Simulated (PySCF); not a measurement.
# Computed records: BH3NOSi, B2H5N

Computed with PySCF 2.14.0. Calculation on a computer-drawn molecule: the log of a Hartree-Fock and frozen-core CCSD(T) single point meant for a local Hartree-Fock minimum, with one planted fault or none, to be diagnosed. Offsets are logged minus clean, where the clean run is the same molecule without the fault. The reference is restricted for singlets and unrestricted otherwise, and also for a bond in bohr or an excited solution. Adding or removing an electron swaps singlet and doublet. The excited solution moves the top pair (singlet) or top alpha electron (doublet) to the lowest empty orbital. Highest occupied and lowest empty are orbital energies over both spins, largest force is the largest gradient component, triples share is (T) over the correlation energy, the T1 limit is 0.02 restricted and 0.045 unrestricted, electrons count all cores, a negative frequency is imaginary (commonest isotopes), and the dipole is about the centre of nuclear charge.

Common to all runs: meant multiplicity 1; logged SCF converged yes; logged CC converged yes; logged SCF stable within its kind yes; possible faults no fault, one electron removed, one electron added, multiplicity raised by two, geometry at a saddle point, SCF held on an excited solution, minimal basis STO-3G, one bond length entered in bohr, all coordinates scaled.

(1) 
```xyz
7
formula=BH3NOSi meant_charge=-1 meant_basis=aug-cc-pV(D+d)Z logged_electrons=38 logged_basis_functions=128 logged_spin_squared=1.0912 logged_highest_occupied=-3.5789 logged_lowest_empty=3.8333 logged_largest_force=0.021801 logged_T1_diagnostic=0.032934 logged_D1_diagnostic=0.10821 logged_triples_share=0.04008 logged_dipole_magnitude=5.9168 logged_energy_HF=-444.62859 logged_energy_CCSD(T)=-445.2313 planted_fault=one_bond_length_entered_in_bohr,row_2_of_the_drawn_bonds HF_energy_offset_from_clean_run=94.56 CCSD(T)_energy_offset_from_clean_run=106.1
B     -0.6979     1.5365     1.3226
N     -0.8053     0.3054     0.7553
Si    -1.2046    -2.3978    -0.5185
O     -2.4217    -3.1518    -1.0563
H     -0.7920     1.7203     2.5342
H     -0.4843     2.5540     0.6671
H      0.0790    -3.1432    -0.6396
```

Units: logged_highest_occupied, logged_lowest_empty in eV; logged_largest_force in hartree/bohr; logged_dipole_magnitude in debye; logged_energy_HF, logged_energy_CCSD(T) in hartree; HF_energy_offset_from_clean_run, CCSD(T)_energy_offset_from_clean_run in kcal/mol.

Drawn bonds:
```tsv
atom	other atom	order
1	2	1
2	3	2
3	4	1
1	5	1
1	6	1
3	7	1
```

(2) 
```xyz
7
formula=BH3NOSi meant_charge=-1 meant_basis=aug-cc-pV(D+d)Z logged_electrons=38 logged_basis_functions=128 logged_spin_squared=0 logged_highest_occupied=-4.6282 logged_lowest_empty=3.8858 logged_largest_force=0.050594 logged_T1_diagnostic=0.022199 logged_D1_diagnostic=0.066372 logged_triples_share=0.041287 logged_dipole_magnitude=2.2493 logged_energy_HF=-444.76305 logged_energy_CCSD(T)=-445.39794 planted_fault=all_coordinates_scaled,by_+4.5_% HF_energy_offset_from_clean_run=10.19 CCSD(T)_energy_offset_from_clean_run=1.505
B     -0.7293     1.6057     1.3822
N     -0.8415     0.3192     0.7893
Si    -1.0623    -1.1757     0.0849
O     -2.3342    -1.9636    -0.4771
H     -0.8277     1.7977     2.6483
H     -0.5061     2.6689     0.6971
H      0.2790    -1.9546    -0.0416
```

Units: logged_highest_occupied, logged_lowest_empty in eV; logged_largest_force in hartree/bohr; logged_dipole_magnitude in debye; logged_energy_HF, logged_energy_CCSD(T) in hartree; HF_energy_offset_from_clean_run, CCSD(T)_energy_offset_from_clean_run in kcal/mol.

Drawn bonds:
```tsv
atom	other atom	order
1	2	1
2	3	2
3	4	1
1	5	1
1	6	1
3	7	1
```

Notes: T1 above single-reference limit.

(3) 
```xyz
8
formula=B2H5N meant_charge=0 meant_basis=cc-pVDZ logged_electrons=23 logged_basis_functions=67 logged_spin_squared=0.8451 logged_highest_occupied=0.98422 logged_lowest_empty=9.263 logged_largest_force=0.010434 logged_T1_diagnostic=0.019965 logged_D1_diagnostic=0.085526 logged_triples_share=0.029072 logged_dipole_magnitude=2.4109 logged_energy_HF=-106.72274 logged_energy_CCSD(T)=-107.14009 planted_fault=one_electron_added HF_energy_offset_from_clean_run=42.13 CCSD(T)_energy_offset_from_clean_run=23.96
B      0.0917    -2.1327     1.7322
N     -0.0756    -0.8965     1.0561
B      0.3172    -0.5982    -0.2743
H      0.6127    -3.0486     1.1632
H     -0.2918    -2.2416     2.8649
H     -0.5162    -0.1586     1.5709
H      0.8487    -1.4443    -0.9346
H      0.1112     0.4985    -0.7181
```

Units: logged_highest_occupied, logged_lowest_empty in eV; logged_largest_force in hartree/bohr; logged_dipole_magnitude in debye; logged_energy_HF, logged_energy_CCSD(T) in hartree; HF_energy_offset_from_clean_run, CCSD(T)_energy_offset_from_clean_run in kcal/mol.

Drawn bonds:
```tsv
atom	other atom	order
1	2	1
2	3	1
1	4	1
1	5	1
2	6	1
3	7	1
3	8	1
```

Notes: highest electron not bound in this basis.
